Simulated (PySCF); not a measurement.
A structure optimised at PBE-D3(BJ)/def2-SVP, used in a PySCF frequency run:

```
Si
O 1 1.6653
H 2 0.9759 1 114.05
O 1 1.6653 2 114.16 3 -74.97
H 4 0.9759 1 114.05 2 -74.97
I 1 2.4533 2 110.40 3 42.47
I 1 2.4533 2 104.56 3 164.29
```
Charge 0, spin multiplicity 1.

Q: Write its SMILES, formula and point group.

A: O[Si](O)(I)I, H2I2O2Si, C2

Q: What are its rotational constants (standard atomic weights)?

A: 1.9850, 0.44669, 0.40418 GHz
